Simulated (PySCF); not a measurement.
**B⁺: ionisation energy**

B⁺ [He] 2s2 (1S) → B²⁺ [He] 2s1 (2S), as a difference of total energies. Computed with PySCF 2.14 in aug-cc-pCVTZ-DK (7s6p4d2f, 59 functions), with scalar relativity by spin-free X2C-1e. Correlated levels: valence: 1s2 frozen; valence and next inner shell: nothing frozen. The calculations carry no spin-orbit coupling.

```
                                method  ionisation energy (eV)
                                   UHF                  23.449
                                   LDA                  24.560
                                   PBE                  24.615
                                  PBE0                  24.571
                                r2SCAN                  24.267
                                PBEsol                  24.425
                                   M06                  24.527
                                  BP86                  24.710
                                 B97-3                  24.674
                         MP2 (valence)                  24.449
                     SCS-MP2 (valence)                  24.649
    MP2 (valence and next inner shell)                  24.498
SCS-MP2 (valence and next inner shell)                  24.692
```

**Question.** How much does correlation contribute at MP2 (valence and next inner shell)?

**Answer.** 24.498 − (23.449) = 1.049 eV, measured against UHF.

Errors of the correlated levels include the incompleteness of this basis and the frozen core.

MP2 underrates the near-degeneracy of ns² with np² in the lower species.

For comparison: 25.155 eV (measured; NIST Atomic Spectra Database, ionization energies).
